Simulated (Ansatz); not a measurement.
Coupled-cluster diagnostics for the cluster Mg2I3, Ansatz.

Geometry of the doublet (PBE-D4/def2-SVP):

```xyz
5

Mg   -0.242    0.211   -1.751
Mg    0.175   -0.153    1.268
I     2.076   -1.268   -0.273
I     0.103    2.405    0.442
I    -2.112   -1.195    0.314
```

In the def2 sets I takes a core potential; there is no spin–orbit coupling. Correlated methods freeze 14 core orbitals; core or outer-core shells of Mg, I are correlated, in sets that lack core-valence functions. Another isomer (doublet) lies 0.40 eV lower at PBE0-D4/def2-TZVP; other spin states weren't run for this one.

Task: Estimate the CCSD(T) correlation energy, the shares of MP2 and (T), T1 and the reference's ⟨S²⟩ for: charge 0, doublet, own geometry in def2-SVP; and the rough time on 4 threads of Arm Neoverse V2 on a shared host.

Result: 
```csv
state,basis,correlation (eV),MP2 share (%),(T) share (%),T1,⟨S²⟩ (pure),wall time
"charge 0, doublet, own geometry",def2-SVP,-12.330,92.7,2.5,0.008,0.75 (0.75),98 s
```
Customary marks for T1 are 0.02 (closed shells), 0.045 (open shells) and about 0.05 (3d metals). T1 stays under 0.02 throughout.
